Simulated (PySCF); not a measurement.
MnO, neutral, multiplicity 6. Atoms are numbered in the order given.

```xyz
2

Mn     0.0000     0.0000    -0.3945
O      0.0000     0.0000     1.2328
```
Charge 0, spin multiplicity 6.

Coordinates come from a PBE0-D3(BJ)/def2-TZVPD optimisation. The multiplicity is an assumed one; other spin states were not compared.

All values below come from PySCF with M06-2X/def2-TZVPD.

Mulliken values depend strongly on the basis, most of all with diffuse functions as here. ESP charges are fitted to the potential on shells at 1.4 to 2.0 van der Waals radii. Atomic charges (e):

| atom | ESP fit | Mulliken | meta-Löwdin | Mulliken spin |
|---|---|---|---|---|
| Mn1 | 0.69 | 0.97 | ? | 4.99 |
| O2 | -0.69 | -0.97 | ? | 0.01 |

What belongs in the gaps? (An estimate is asked for; the answer gives what the named calculation found.)


- Mn1, meta-Löwdin: 0.97
- O2, meta-Löwdin: -0.97
